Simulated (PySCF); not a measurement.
A calculated (LDA, PySCF 2.14, cc-pVDZ-DK, scalar relativity by spin-free X2C-1e) atom or ion has these occupied shells.

```json
{"shell": "1s α", "electrons": "1", "orbital energy (eV)": "-5363.2", "rms radius, mean of both spins (bohr)": "0.0768"}
{"shell": "1s β", "electrons": "1", "orbital energy (eV)": "-5363.2", "rms radius, mean of both spins (bohr)": "0.0768"}
{"shell": "2s α", "electrons": "1", "orbital energy (eV)": "-617.71", "rms radius, mean of both spins (bohr)": "0.335"}
{"shell": "2s β", "electrons": "1", "orbital energy (eV)": "-616.63", "rms radius, mean of both spins (bohr)": "0.335"}
{"shell": "2p α", "electrons": "3", "orbital energy (eV)": "-519.50", "rms radius, mean of both spins (bohr)": "0.304"}
{"shell": "2p β", "electrons": "3", "orbital energy (eV)": "-518.65", "rms radius, mean of both spins (bohr)": "0.304"}
{"shell": "3s α", "electrons": "1", "orbital energy (eV)": "-87.552", "rms radius, mean of both spins (bohr)": "1.02"}
{"shell": "3s β", "electrons": "1", "orbital energy (eV)": "-84.730", "rms radius, mean of both spins (bohr)": "1.02"}
{"shell": "3p α", "electrons": "3", "orbital energy (eV)": "-61.632", "rms radius, mean of both spins (bohr)": "1.11"}
{"shell": "3p β", "electrons": "3", "orbital energy (eV)": "-58.869", "rms radius, mean of both spins (bohr)": "1.11"}
{"shell": "3d α", "electrons": "3", "orbital energy (eV)": "-22.726", "rms radius, mean of both spins (bohr)": "1.46"}
```

Name the element and its charge.

V(2+) (vanadium, charge +2), in [Ar] 3d3, high-spin 4F determinant.
